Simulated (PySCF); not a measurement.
A structure optimised at B3LYP-D3(BJ)/def2-SVP, used in a PySCF frequency run:

```xyz
10

Si    -0.1478    -0.3070    -0.1202
C      1.3719     0.3559    -0.9737
N     -1.3973     0.8700    -0.1603
F      0.3079    -0.7036     1.4058
H     -0.6828    -1.5598    -0.7109
H      1.1714     0.5578    -2.0376
H      1.7038     1.2963    -0.5029
H      2.2049    -0.3614    -0.9057
H     -1.2003     1.8434     0.0526
H     -2.3488     0.6278     0.0988
```
Charge 0, spin multiplicity 1.

Write its SMILES and formula.

C[SiH](N)F, CH6FNSi

What are its rotational constants (standard atomic weights)?

6.1365, 5.8460, 3.4972 GHz
